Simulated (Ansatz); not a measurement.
```yaml
crystal:
  periodic: [false, false, false]
  atoms:
    - {symbol: S, position_ang: [-0.562638, -0.432496, 1.978881]}
    - {symbol: W, position_ang: [0.009893, -0.014667, -0.008402]}
    - {symbol: S, position_ang: [1.856677, -0.967728, -0.372746]}
    - {symbol: Cl, position_ang: [-1.530579, -0.857911, -1.401236]}
    - {symbol: Cl, position_ang: [0.276549, 2.199001, -0.237895]}
basis:
  gaussian: {orbitals: x2c-TZVPPall, point_charges: [{charge: -1.00, position_ang: [4.676, -0.601, 0.787]}]}
hamiltonian: {xc: {name: PBEsol}, dispersion: d4}
```

```sh
$ ansatz run in.yaml --threads 4 --pin off --events-out ev --progress --plain --max-ram 10444MiB
```

Shortened log:

```
Functional definition: PBEsol
1969 factors; their error is unknown
mean field evaluation 1: about -485972.6508 eV, gradient 4.6e1 eV
mean field evaluation 2: about -485950.6104 eV, gradient 9.3e1 eV
mean field evaluation 4: about -485976.3607 eV, gradient 1.5e1 eV
mean field evaluation 8: about -485976.8537 eV, gradient 5.2e-1 eV
mean field evaluation 16: about -485976.8352 eV, gradient 2.2e-3 eV
mean field -485976.83522931 eV, -17859.3192877472 hartree, gradient 3.2e-5 eV, S^2 0.000000; 0 other end points of the search recorded, 0 dependent functions left out
reference -485976.83528298 eV, -17859.3192897195 hartree; 70, 70 occupied and 195, 195 virtual orbitals, 1969 factors
Total energy: -485976.93611798 eV, -17859.3229953374 hartree
Relativity: scalar
```

Hardware: 4 threads of an Intel Xeon Platinum 8259CL on a shared host. Wall time 4.4 s, peak host memory 0.65 GiB.
